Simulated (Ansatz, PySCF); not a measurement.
Reaction (SMILES): B=[N] -> [B]=N
Geometries: B3LYP-D3(BJ)/def2-TZVP minima from Ansatz (an electronic-structure program).

Property: isomerisation energy (enthalpy at 298 K, with B3LYP-D3(BJ) rigid-rotor harmonic-oscillator terms from PySCF), in eV. Cores are frozen in the correlated levels unless marked. UHF or UKS for open shells. Spin-orbit coupling is left out. No relativistic terms. FCI takes restricted orbitals. CBS(X,Y): correlation extrapolated as X^-3; Hartree-Fock from the larger set.

| level | program | isomerisation energy (eV) | minus last row |
|---|---|---|---|
| BLYP-D3(BJ)/def2-TZVPD | Ansatz + dftd3 | -0.65 | 0.17 |
| revPBE/def2-TZVPD | Ansatz | -0.74 | 0.08 |
| r2SCAN/def2-TZVPD | Ansatz | -0.83 | -0.01 |
| PBE0-D3(BJ)/def2-TZVPD | Ansatz + dftd3 | -0.79 | 0.03 |
| BHLYP-D3(BJ)/def2-TZVPD | Ansatz + dftd3 | -0.56 | 0.26 |
| BHLYP-D4/def2-TZVPD | Ansatz + dftd4 | -0.56 | 0.26 |
| BHLYP/def2-TZVPD | Ansatz | -0.55 | 0.27 |
| CAM-B3LYP-D3(BJ)/def2-TZVPD | Ansatz + dftd3 | -0.68 | 0.14 |
| CAM-B3LYP-D4/def2-TZVPD | Ansatz + dftd4 | -0.68 | 0.14 |
| wB97X-V/def2-TZVPD | Ansatz | -0.60 | 0.22 |
| wB97X/def2-TZVPD | Ansatz | -0.62 | 0.20 |
| CCSD/def2-SVP | Ansatz | -0.81 | 0.01 |
| CCSD/def2-TZVPP | Ansatz | -0.72 | 0.10 |
| CCSD/def2-QZVPPD | Ansatz | -0.75 | 0.07 |
| CCSD(T)/6-31G* | Ansatz | -0.57 | 0.25 |
| CCSD(T)/cc-pVDZ | Ansatz | -0.65 | 0.17 |
| CCSD(T)/def2-SVPD | Ansatz | -0.87 | -0.05 |
| CCSD(T)/def2-TZVPP | Ansatz | -0.77 | 0.05 |
| CCSD(T)/cc-pVQZ | Ansatz | -0.80 | 0.02 |
| FCI/6-31G | Ansatz | -0.96 | -0.14 |
| CCSD(T)/CBS(aug-cc-pVTZ,aug-cc-pVQZ) | Ansatz | -0.82 | 0.00 |
